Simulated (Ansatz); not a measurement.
`[OH][Ga]([SiH3])[GaH2]` → `[OH][GaH][GaH2]` + `[SiH2]`  (silylene loss)

Computed with Ansatz on PBE0-D4/def2-TZVP structures; ΔE is electronic, products minus reactants. CBS: MP2 limit from def2 TZ/QZ plus the TZ coupled-cluster correction, frozen cores. This one scheme is used for every species. Functionals use def2-TZVPP. For Ga outer-core shells are correlated without core-valence functions, which leaves a few kJ/mol of doubt a bond. Scalar relativity is left out up to krypton. One conformer a species, not always the lowest.

```csv
level,ΔE (kJ/mol)
B97M-V,249.2
CCSD/def2-SVP,238.1
HF/def2-TZVPP,228.8
HF/CBS(def2),228.1
```

Question: What does CCSD(T)/CBS give? (Estimate.)

Answer: The calculation gave: +258.2 kJ/mol. The listed levels differ from it by -9.0, -20.1, -29.4, -30.1 kJ/mol.

Question: What do rigid-rotor, harmonic-oscillator terms from PBE0-D4/def2-TZVP frequencies (298.15 K, 1 bar) make of the CCSD(T)/CBS value? (An estimate is asked.)

Answer: The calculation gave: ΔZPE = -15.9 kJ/mol, ΔH = +244.3 kJ/mol, ΔS = 133 J/(mol·K), ΔG = +204.7 kJ/mol. Modes under 50 cm⁻¹ make the entropy rough.

Largest T1 diagnostic among the species: 0.015.

The D4 term adds +11.8 kJ/mol with B3LYP and +6.6 kJ/mol with PBE0; it sums over pairs of atoms, weighted by their polarisabilities, and B3LYP, whose exchange is more repulsive, gets the larger term. In def2-TZVPP, CCSD(T) changes the Hartree–Fock value by +22.6 kJ/mol (the triples alone add +5.8 kJ/mol) and MP2 by +37.8 kJ/mol.

CCSD(T)/CBS has its own doubt, a few kJ/mol and more with outer-core shells, so smaller differences from it don't rank the levels.

B3LYP here is the variant with VWN-RPA as its local correlation; programs differ in this.
